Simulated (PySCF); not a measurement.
CH4Cl2GeO, singlet, at a GFN2-xTB geometry. Base run: PBE0/6-31G, polarisability (PySCF).

Input for PySCF:
```python
from pyscf import gto, scf, dft
from pyscf.prop import polarizability

mol = gto.M(
    atom='''
C     1.964361   -0.936759   -0.085256
Ge    0.116199   -0.219552   -0.086096
O    -0.869388   -1.430801   -0.873530
Cl   -0.109220    1.591580   -1.182494
Cl   -0.693368    0.089858    1.858633
H     1.979724   -1.877647    0.454863
H     2.641421   -0.234718    0.391466
H     2.280215   -1.105147   -1.109520
H    -1.806786   -1.274319   -0.976317
''',
    basis='6-31g',
    charge=0,
    spin=0,
    verbose=4,
)

mf = dft.RKS(mol)
mf.xc = 'pbe0'
mf.kernel()
alpha = mf.Polarizability().polarizability()[2, 2]
print('alpha_zz =', alpha)
```

Variants of this job, named by their change:

```csv
change,alpha_zz (bohr³),basis functions,core-seconds (rough)
base,56.64,79,20
basis = def2-SVP,56.56,116,40
basis = cc-pVDZ,59.46,111,40
finite field (a.u.) = 2e-4; conv_tol = 1e-11,56.64,79,30
finite field (a.u.) = 2e-4; conv_tol = 1e-6,47.25,79,20
functional = hf,51.82,79,7
finite field (a.u.) = 0.02; conv_tol = 1e-11,56.70,79,30
"functional = lda,vwn",___,79,20
finite field (a.u.) = 0.05; conv_tol = 1e-11,57.10,79,40
functional = pbe,59.11,79,20
basis = STO-3G,31.45,50,10
functional = camb3lyp,___,79,80
```

### Question
Fill in the missing entries.

### Answer

- functional = lda,vwn, alpha_zz (bohr³): 59.77
- functional = camb3lyp, alpha_zz (bohr³): 55.93

Finite-field rows take the second difference of the energy in a field along z; a small field with loose convergence shows SCF noise divided by the square of the field, and a large one adds hyperpolarisability.
